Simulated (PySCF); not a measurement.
# Computed data sheet: `CO[SiH2]C(C)C`

Species: C4H12OSi.
SMILES with atom numbers: `[CH3:1][O:2][SiH2:3][CH:4]([CH3:5])[CH3:6]` (hydrogens: H7, H8, H9 on C1; H10, H11 on Si3; H12 on C4; H13, H14, H15 on C5; H16, H17, H18 on C6)

Some functional groups and rings: Si–H bond and C–Si bond.

From PBE0-D3(BJ)/def2-SVP geometry optimisation, gas phase (PySCF):

- Point group: Cs
- Rotational constants A, B, C: 4.569, 1.564, 1.524 GHz

PBE0/def2-SVPD ground state, ΔSCF and vertical TDDFT (core frozen in the response) (PySCF):

* Dipole moment: 0.28 D
* HOMO energy: -7.94 eV
* LUMO energy: 0.48 eV
* HOMO–LUMO gap: 8.42 eV
* Lowest singlet excitation: 7.01 eV (177 nm, f = 0.003)
* Strongest line among the 10 lowest singlet transitions: S7 at 8.23 eV (151 nm, f = 0.104)
* Lowest triplet excitation (Tamm–Dancoff): 6.71 eV
* Static isotropic polarisability: 81.7 au
* Vertical ionisation energy: 9.99 eV
* Electronic spatial extent ⟨r²⟩ about the centre of nuclear charge: 952 bohr²

PBE0/pcSseg-1 ground state and GIAO shieldings, non-relativistic (PySCF):

- Lowest Hirshfeld atomic charge: -0.23 e on O2
- Highest Hirshfeld atomic charge: +0.39 e on Si3
- 13C chemical shifts (computed TMS as zero) by class: 54.0 (C1), 18.5 (C5/C6), 16.2 (C4) ppm
- 1H chemical shifts (computed TMS as zero) by class: 4.70 (H10/H11), 3.60 (H7/H8/H9), 1.13 (H13/H14/H15/H16/H17/H18), 0.45 (H12) ppm
- Isotropic shieldings of nuclei other than C and H, by class: 340 (O2), 355 (Si3) ppm
- Mayer bond orders between heavy atoms: C1–O2 0.92, O2–Si3 0.93, Si3–C4 0.91, C4–C5 1.03, C4–C6 1.03

**delta-SCF UKS SCAN, pcX-2 on the ionised atom, pcseg-1 elsewhere, spin-free X2C; 2p3/2 from a spin–orbit splitting computed afterwards within the 2p shell (PySCF)**

* Core binding energies: Si2p3/2 106.8 (Si3), C1s 290.1 (C4), C1s 290.4 (C5/C6), C1s 292.3 (C1), O1s 537.8 (O2), Si1s 1846.6 (Si3) eV

Monoisotopic mass (most abundant isotopes): 104.0657 u.

The ΔSCF ionisation energy exceeds −ε(HOMO) by 2.05 eV with PBE0. The vertical singlet–triplet gap S1 − T1 is 0.30 eV (TDDFT singlet less Tamm–Dancoff triplet; S1: HOMO→LUMO, weight 0.92; T1: HOMO→LUMO, weight 0.84). The principal polarisabilities are 75.6, 78.4 and 91.1 au; their mean is the isotropic value. In atomic units the dipole is 0.11 e·bohr (1 au = 2.5417 D).

 NMR classes are plain means over equivalent atoms (diastereotopic ones count apart unless rotation or inversion swaps them), as if these changed places fast; in this geometry the members of some classes differ.

For the core-ionisation job (SCAN ΔSCF), hardware: one thread, Arm Neoverse N1, no GPU, shared host. Cost: 2.3 min.

The values belong to the conformer `[CH3:1][O:2][SiH2:3][CH:4]([CH3:5])[CH3:6]`: C1–O2–Si3–C4 180°, O2–Si3–C4–C5 62°.
